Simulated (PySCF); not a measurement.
Bond stretch in SMILES [SiH2](Cl)Cl (H2Cl2Si). The Si2–H5 bond (Si2 also carries Cl, Cl, H; H5 carries nothing else) is varied alone, starting from the PBE0/def2-TZVP optimised geometry. Each curve is given relative to its own lowest point near equilibrium.

```tsv
R / Å	A	B	C	D
1.10	56.7	57.9	55.3	57.6
1.19	28.0	28.7	27.4	28.2
1.25	15.8	16.2	15.5	15.7
1.31	7.7	7.9	7.6	7.4
1.40	1.3	1.5	1.3	1.2
1.42	0.6	0.8	0.7	0.5
1.48	0.0	0.0	0.0	0.0
1.54	1.0	0.8	0.9	1.1
1.57	2.0	1.7	1.8	2.1
1.62	4.3	3.7	3.9	4.3
1.71	9.8	8.6	9.1	9.7
1.84	20.0	17.5	18.6	19.4
1.99	33.3	29.0	31.0	32.0
2.22	53.1	46.7	50.3	52.1
2.46	64.7	63.5	68.1	72.5
2.65	69.5	75.2	77.3	87.7
2.97	73.2	91.7	85.7	110.5
3.25	74.6	103.1	89.3	127.6
3.60	75.2	113.9	91.3	145.3
4.01	75.5	122.9	92.3	161.6
4.44	75.6	129.3	92.6	174.2
5.13	75.6	135.1	92.8	186.9
```

Energies in kcal/mol.

Problem. Which curve belongs to which method? The methods are PySCF with restricted Hartree-Fock/3-21G; PySCF 2.14.0 with restricted B3LYP/6-31G*, spherical d; PySCF with UHF/cc-pVDZ; unrestricted BHandHLYP/cc-pVDZ run with PySCF 2.14.0.

Solution. A is UHF; B is RKS-B3LYP/6-31G*; C is UKS-BHandHLYP; D is RHF/3-21G.

The restricted form behind RHF/3-21G, RKS-B3LYP/6-31G* keeps the bonding electrons paired and can't separate into open-shell fragments. The unrestricted determinant behind UHF is spin-contaminated at 2.22 to 5.13 Å (<S²> up to 1.0, against 0.00 for a pure singlet). The unrestricted determinant behind UKS-BHandHLYP is spin-contaminated at 2.46 to 5.13 Å (<S²> up to 1.0, against 0.00 for a pure singlet).
